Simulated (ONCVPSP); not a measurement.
Tc: one change to an ONCV potential, before and after

ONCVPSP 4.0.1 input, shortened (lines: element, Z, core and valence counts, functional; n l f; lmax; l rc ep ncon nbas qcut; lloc lpopt rc5 dvloc0; l nproj debl; icmod fcfact rcfact), PBE, fully relativistic:

```
  Tc 43.00    6    4        4      upf
    1    0    2.00
    2    0    2.00
    2    1    6.00
    3    0    2.00
    3    1    6.00
    3    2   10.00
    4    0    2.00
    4    1    6.00
    4    2    5.00
    5    0    2.00
    2
    0    2.05    0.00    4    8    6.40
    1    1.30    0.00    3    7    7.50
    2    2.15    0.00    3    8    8.30
    4    3    0.85    6.00
    0    3    2.60
    1    1    3.60
    2    2    0.90
    0    0.00    0.00
```

Open shells are filled in proportion to 2j + 1.

All-electron outer shells of the reference configuration (PBE, scalar-relativistic, ld1.x):

```csv
shell,level (eV),outermost node (bohr),outermost maximum (bohr)
3d,-249.88,–,0.31
4s,-73.38,0.50,0.95
4p,-45.34,0.51,1.03
4d,-6.66,0.50,1.27
5s,-5.04,1.28,2.72
```

Change: d: rc 2.7.

Cutoffs: the cutoffs (Ha) at which the residual kinetic energy of the hardest occupied pseudo-wave falls to 1 and 0.1 mHa per electron; they do not see the model core or the augmentation charge, which bear on the density cutoff. Errors are all-electron minus pseudo energies relative to the spin-unpolarised reference configuration.

**Question.** Predict the effect on cutoff, ghosts and configuration errors.

**Answer.** The potential gets neither clearly harder nor softer (24 Ha and 56 Ha → 24 Ha and 56 Ha); the p channel sets the loose cutoff, while the largest relative change is in d, which becomes softer; of the 4 tests that both files solve, the error grows in 3 and shrinks in 0 by more than 15 % and 0.3 meV (median size 2.9 → 6.5 meV); neither file shows a bound ghost. More of the atom is replaced by a form fitted at one configuration, so other configurations suffer.

| quantity | base | changed |
| --- | --- | --- |
| cutoff, loose | 24 Ha | 24 Ha |
| cutoff, tight | 56 Ha | 56 Ha |
| loose cutoff by channel | s 11 Ha, p 24 Ha, d 20 Ha | s 11 Ha, p 24 Ha, d 17 Ha |
| bound ghosts | none | none |
| GHOST(+) flags under 300 eV | s at 250.4 eV | s at 250.4 eV |
| error for 4s2 4p6 4d5 5s1, meV [ΔE 8.15 eV] | -0.7 | -0.6 |
| error for 4s2 4p6 4d5 5s0, meV [ΔE 23.01 eV] | -4.7 | -6.2 |
| error for 4s2 4p6 4d4 5s0, meV [ΔE 51.71 eV] | +1.0 | +6.8 |
| error for 4s2 4p6 4d3 5s0, meV [ΔE 93.74 eV] | +40 | +130 |
| s: phases at 2.08 bohr within 0.05 rad from the reference energy up to (Ha; the scan ends near 5) | to the end of the scan | to the end of the scan |
| p3/2: phases at 1.32 bohr within 0.05 rad from the reference energy up to (Ha; the scan ends near 5) | 2.1 | 2.1 |
| p1/2: phases at 1.32 bohr within 0.05 rad from the reference energy up to (Ha; the scan ends near 5) | 2.0 | 2.0 |
